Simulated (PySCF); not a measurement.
# Exact simulation of a proton spin system

Molecule: `FC(/C(C(=O)F)=C\F)(F)F`, C₄HF₅O.

Molfile (atoms numbered from 1):
```
C4HF5O
     RDKit          3D

 11 10  0  0  0  0  0  0  0  0999 V2000
   -0.9214   -2.1579    0.2643 O   0  0  0  0  0  0  0  0  0  0  0  0
   -1.1245   -1.0022    0.1931 C   0  0  0  0  0  0  0  0  0  0  0  0
   -2.3936   -0.5212    0.2916 F   0  0  0  0  0  0  0  0  0  0  0  0
   -0.1619    0.1007    0.0024 C   0  0  0  0  0  0  0  0  0  0  0  0
   -0.5645    1.3757   -0.0326 C   0  0  0  0  0  0  0  0  0  0  0  0
    0.2418    2.3949   -0.1886 F   0  0  0  0  0  0  0  0  0  0  0  0
    1.2815   -0.3477   -0.1265 C   0  0  0  0  0  0  0  0  0  0  0  0
    1.7046   -0.9340    0.9989 F   0  0  0  0  0  0  0  0  0  0  0  0
    2.1197    0.6568   -0.3793 F   0  0  0  0  0  0  0  0  0  0  0  0
    1.4273   -1.2329   -1.1167 F   0  0  0  0  0  0  0  0  0  0  0  0
   -1.6036    1.6705    0.0675 H   0  0  0  0  0  0  0  0  0  0  0  0
  1  2  2  0
  2  3  1  0
  2  4  1  0
  4  5  2  0
  5  6  1  0
  4  7  1  0
  7  8  1  0
  7  9  1  0
  7 10  1  0
  5 11  1  0
M  END
```

In vacuum, non-relativistic, a single conformation, averaged over atoms made equivalent by symmetry, fast rotation or ring inversion. GFN2-xTB structure; couplings computed with B3LYP/pcJ-1 (spin–dipole term only in couplings to heteroatoms); σ from GIAO-PBE0/pcSseg-1; PySCF.

Scale: 1H (σref 31.72) against TMS (reference shieldings calculated alike).

Shifts (ppm): F3 19.3, F6 -79.0, F8/F9/F10 -76.5, H11 8.10.
Couplings (Hz): F3–F6: -10.5; F3–F8, F3–F9, F3–F10: 8.7; F3–H11: 2.2; F6–F8, F6–F9, F6–F10: 29.0; F6–H11: 77.9; F8–F9, F8–F10, F9–F10: 77.0; F8–H11, F9–H11, F10–H11: 1.3.

The 6-spin Hamiltonian (Zeeman plus full scalar coupling among like nuclei) was diagonalised exactly; lines are Lorentzian, 1.0 Hz wide, and the maxima above 3 % are listed with the tallest set to 100.

**Question.** Give the 1H peak list of this spin system at 300 MHz.

**Answer.** 
```json
{"Hz": "2471.9", "ppm": "8.240", "height": "34"}
{"Hz": "2470.6", "ppm": "8.235", "height": "80"}
{"Hz": "2469.4", "ppm": "8.231", "height": "100"}
{"Hz": "2468.5", "ppm": "8.228", "height": "100"}
{"Hz": "2467.2", "ppm": "8.224", "height": "80"}
{"Hz": "2465.9", "ppm": "8.220", "height": "34"}
{"Hz": "2394.1", "ppm": "7.980", "height": "34"}
{"Hz": "2392.8", "ppm": "7.976", "height": "80"}
{"Hz": "2391.5", "ppm": "7.972", "height": "100"}
{"Hz": "2390.7", "ppm": "7.969", "height": "100"}
{"Hz": "2389.4", "ppm": "7.965", "height": "80"}
{"Hz": "2388.1", "ppm": "7.960", "height": "34"}
```

**Question.** And at 600 MHz?

**Answer.** 
Hz from δ = 0 (height): 4901.9 (34), 4900.7 (80), 4899.4 (100), 4898.5 (100), 4897.2 (80), 4896.0 (34), 4824.0 (34), 4822.8 (80), 4821.5 (100), 4820.6 (100), 4819.4 (80), 4818.1 (34)
